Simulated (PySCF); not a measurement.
O₃W, triplet, geometry from GFN2-xTB (such geometries of metal compounds can be far from the true shape) (the multiplicity is a formal guess) (core potentials on W); CAMB3LYP/def2-SVP (PySCF).

The PySCF input:
```python
from pyscf import gto, scf, dft

mol = gto.M(
    atom='''
W    -0.00000000   -0.00000000   -0.00000000
O     1.53904904   -0.32151783   -0.68643171
O    -0.49796156   -0.83029806    1.41628866
O    -1.04108748    1.15181589   -0.72985695
''',
    basis='def2-svp',
    ecp={'W': 'def2-svp'},
    spin=2,
    verbose=4,
)

mf = dft.UKS(mol)
mf.xc = 'camb3lyp'
mf.kernel()
mf.analyze()
```

What the program printed (banner, timings and long lists left out):

```
PySCF version 2.14.0

[INPUT] verbose = 4
[INPUT] num. atoms = 4
[INPUT] num. electrons = 38
[INPUT] charge = 0
[INPUT] spin (= nelec alpha-beta = 2S) = 2
[INPUT] symmetry False subgroup None
[INPUT] Mole.unit = angstrom
[INPUT] Symbol           X                Y                Z      unit          X                Y                Z       unit  Magmom
[...]
nuclear repulsion = 137.832522568734
number of shells = 30
number of NR pGTOs = 129
number of NR cGTOs = 74
basis = def2-svp
ecp = {'W': 'def2-svp'}

******** <class 'pyscf.dft.uks.UKS'> ********
method = UKS
initial guess = minao
damping factor = 0
level_shift factor = 0
DIIS = <class 'pyscf.scf.diis.CDIIS'>
diis_start_cycle = 1
diis_space = 8
diis_damp = 0
SCF conv_tol = 1e-09
SCF conv_tol_grad = None
SCF max_cycles = 50
direct_scf = True
direct_scf_tol = 1e-13
number electrons alpha = 20  beta = 18
XC library pyscf.dft.libxc version 7.1.2
    S. Lehtola, C. Steigemann, M. J. T. Oliveira, and M. A. L. Marques,  SoftwareX 7, 1–5 (2018)
XC functionals = camb3lyp
    T. Yanai, D. P. Tew, and N. C. Handy,  Chem. Phys. Lett. 393, 51 (2004)
radial grids:
    Treutler-Ahlrichs [JCP 102, 346 (1995); DOI:10.1063/1.469408] (M4) radial grids

becke partition: Becke, JCP 88, 2547 (1988); DOI:10.1063/1.454033
pruning grids: <function nwchem_prune>
grids dens level: 3
symmetrized grids: False
atomic radii adjust function: <function treutler_atomic_radii_adjust>
small_rho_cutoff = 0
Set gradient conv threshold to 3.16228e-05
tot grids = 66560
init E= -279.832937048498

cycle= 1 E= -292.100938309013  delta_E= -12.3  |g|= 0.931  |ddm|= 5.12
cycle= 2 E= -290.785761776438  delta_E= 1.32  |g|= 2.08  |ddm|=    2
cycle= 3 E= -292.428963505933  delta_E= -1.64  |g|= 0.142  |ddm|= 1.47
cycle= 4 E= -292.430843006305  delta_E= -0.00188  |g|= 0.138  |ddm|= 0.226
cycle= 5 E= -292.437169704308  delta_E= -0.00633  |g|= 0.0542  |ddm|= 0.117
cycle= 6 E= -292.438401928663  delta_E= -0.00123  |g|= 0.0108  |ddm|= 0.0464
cycle= 7 E= -292.43843248583  delta_E= -3.06e-05  |g|= 0.00984  |ddm|= 0.0136
cycle= 8 E= -292.438488083206  delta_E= -5.56e-05  |g|= 0.00116  |ddm|= 0.011
cycle= 9 E= -292.438493682245  delta_E= -5.6e-06  |g|= 0.000819  |ddm|= 0.00464
cycle= 10 E= -292.43849575005  delta_E= -2.07e-06  |g|= 0.000496  |ddm|= 0.00307
cycle= 11 E= -292.438496583539  delta_E= -8.33e-07  |g|= 0.000411  |ddm|= 0.00211
cycle= 12 E= -292.438496884366  delta_E= -3.01e-07  |g|= 0.00038  |ddm|= 0.000946
[...]
converged SCF energy = -292.438495132783  <S^2> = 2.018832  2S+1 = 3.0125285
Total Energy =                        -292.438495132782748
[...]
spin_pop of  0 W 5px       0.00158
spin_pop of  0 W 5py       0.02844
spin_pop of  0 W 5pz       0.04745
spin_pop of  0 W 6px      -0.00053
spin_pop of  0 W 6py       0.00725
spin_pop of  0 W 6pz       0.01886
spin_pop of  0 W 7px       0.00011
spin_pop of  0 W 7py       0.00521
spin_pop of  0 W 7pz       0.01027
spin_pop of  0 W 5dxy      0.00190
spin_pop of  0 W 5dyz      0.04572
spin_pop of  0 W 5dz^2     0.03711
spin_pop of  0 W 5dxz      0.10656
spin_pop of  0 W 5dx2-y2    0.16163
spin_pop of  0 W 6dxy     -0.00000
spin_pop of  0 W 6dyz      0.00450
spin_pop of  0 W 6dz^2     0.00415
spin_pop of  0 W 6dxz      0.03138
spin_pop of  0 W 6dx2-y2    0.05862
spin_pop of  0 W 5f-3      0.00146
spin_pop of  0 W 5f-2      0.00070
spin_pop of  0 W 5f-1      0.00105
spin_pop of  0 W 5f+0     -0.00011
spin_pop of  0 W 5f+1      0.00022
spin_pop of  0 W 5f+2      0.00112
spin_pop of  0 W 5f+3     -0.00043
spin_pop of  1 O 1s        0.00000
spin_pop of  1 O 2s        0.00956
spin_pop of  1 O 3s        0.01141
spin_pop of  1 O 2px       0.07348
spin_pop of  1 O 2py       0.16073
spin_pop of  1 O 2pz       0.11321
spin_pop of  1 O 3px      -0.00018
spin_pop of  1 O 3py      -0.00147
spin_pop of  1 O 3pz      -0.00186
spin_pop of  1 O 3dxy      0.00008
spin_pop of  1 O 3dyz      0.00011
spin_pop of  1 O 3dz^2     0.00001
spin_pop of  1 O 3dxz     -0.00001
spin_pop of  1 O 3dx2-y2   -0.00002
spin_pop of  2 O 1s        0.00002
spin_pop of  2 O 2s        0.01331
spin_pop of  2 O 3s        0.00872
spin_pop of  2 O 2px       0.06692
spin_pop of  2 O 2py       0.03726
spin_pop of  2 O 2pz       0.20811
spin_pop of  2 O 3px      -0.00086
spin_pop of  2 O 3py      -0.00031
spin_pop of  2 O 3pz       0.00043
spin_pop of  2 O 3dxy      0.00007
spin_pop of  2 O 3dyz      0.00011
spin_pop of  2 O 3dz^2    -0.00000
spin_pop of  2 O 3dxz      0.00003
spin_pop of  2 O 3dx2-y2    0.00001
spin_pop of  3 O 1s        0.00001
spin_pop of  3 O 2s        0.01121
spin_pop of  3 O 3s        0.00620
spin_pop of  3 O 2px       0.27787
spin_pop of  3 O 2py       0.03488
spin_pop of  3 O 2pz       0.01731
spin_pop of  3 O 3px      -0.00093
spin_pop of  3 O 3py      -0.00003
spin_pop of  3 O 3pz      -0.00125
spin_pop of  3 O 3dxy      0.00005
spin_pop of  3 O 3dyz      0.00007
spin_pop of  3 O 3dz^2     0.00002
spin_pop of  3 O 3dxz      0.00006
spin_pop of  3 O 3dx2-y2    0.00003
In total            20.00000 | 18.00000
Dipole moment(X, Y, Z, Debye): -0.11229, -0.04409,  0.13641
```
